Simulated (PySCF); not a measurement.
## Cost of excited-state runs on SMILES CO[C@H]1CCCO1, C5H10O2

Geometry (Å), atoms numbered from 1 in this order:
```xyz
17

C     2.405   -0.242    0.780
O     1.173   -0.788    0.366
C     0.427    0.065   -0.461
C    -0.866   -0.659   -0.839
C    -1.742   -0.343    0.372
C    -1.256    1.054    0.780
O     0.030    1.239    0.195
H     2.257    0.690    1.332
H     3.050   -0.045   -0.085
H     2.868   -0.986    1.424
H     1.041    0.375   -1.323
H    -1.276   -0.224   -1.750
H    -0.690   -1.721   -0.978
H    -1.538   -1.059    1.167
H    -2.805   -0.354    0.142
H    -1.178    1.165    1.865
H    -1.907    1.844    0.390
```

PySCF with density fitting, on 1 thread of an Arm Neoverse N1, shared host. Command: `OMP_NUM_THREADS=1 python excited_run.py task.json out`

(1) How long does this run take, and how much memory?
- magnetisability and related constants, PBE0/pcSseg-1; isotopologues; writes grids

## Answers

(1) 
| run | level | basis functions | wall time | peak memory (GiB) |
| --- | --- | --- | --- | --- |
| magnetisability and related constants | PBE0/pcSseg-1 | 169 | 46 s | 0.86 |

Times from a shared host are rough.
